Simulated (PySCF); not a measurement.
K (SMILES [K]), doublet; HF/6-311G** (PySCF).

PySCF was given this input:
```python
from pyscf import gto, scf

mol = gto.M(
    atom='''
K     0.000000    0.000000    0.000000
''',
    basis='6-311g**',
    charge=0,
    spin=1,
    verbose=4,
)

mf = scf.UHF(mol)
mf.kernel()
```

What the program printed (banner, timings and long lists left out):

```
PySCF version 2.14.0

[INPUT] verbose = 4
[INPUT] num. atoms = 1
[INPUT] num. electrons = 19
[INPUT] charge = 0
[INPUT] spin (= nelec alpha-beta = 2S) = 1
[INPUT] symmetry False subgroup None
[INPUT] Mole.unit = angstrom
[INPUT] Symbol           X                Y                Z      unit          X                Y                Z       unit  Magmom
[INPUT]  1 K      0.000000000000   0.000000000000   0.000000000000 AA    0.000000000000   0.000000000000   0.000000000000 Bohr   0.0

nuclear repulsion = 0
number of shells = 17
number of NR pGTOs = 67
number of NR cGTOs = 39
basis = 6-311g**
ecp = {}

******** <class 'pyscf.scf.uhf.UHF'> ********
method = UHF
initial guess = minao
damping factor = 0
level_shift factor = 0
DIIS = <class 'pyscf.scf.diis.CDIIS'>
diis_start_cycle = 1
diis_space = 8
diis_damp = 0
SCF conv_tol = 1e-09
SCF conv_tol_grad = None
SCF max_cycles = 50
direct_scf = True
direct_scf_tol = 1e-13
number electrons alpha = 10  beta = 9
Set gradient conv threshold to 3.16228e-05
init E= -599.02772274185

cycle= 1 E= -599.147484829932  delta_E= -0.12  |g|= 0.0861  |ddm|= 0.652
cycle= 2 E= -599.148652521226  delta_E= -0.00117  |g|= 0.0151  |ddm|= 0.225
cycle= 3 E= -599.148886943991  delta_E= -0.000234  |g|= 0.00386  |ddm|=  0.1
cycle= 4 E= -599.148979280528  delta_E= -9.23e-05  |g|= 0.00167  |ddm|= 0.0811
cycle= 5 E= -599.1490012863  delta_E= -2.2e-05  |g|= 0.000145  |ddm|= 0.0621
cycle= 6 E= -599.149001323815  delta_E= -3.75e-08  |g|= 1.32e-05  |ddm|= 0.00236
cycle= 7 E= -599.149001323945  delta_E= -1.29e-10  |g|= 8.71e-07  |ddm|= 0.000106
Extra cycle  E= -599.149001323945  delta_E= -4.55e-13  |g|= 2.75e-07  |ddm|= 4.74e-06
converged SCF energy = -599.149001323945  <S^2> = 0.75018569  2S+1 = 2.0001857
```
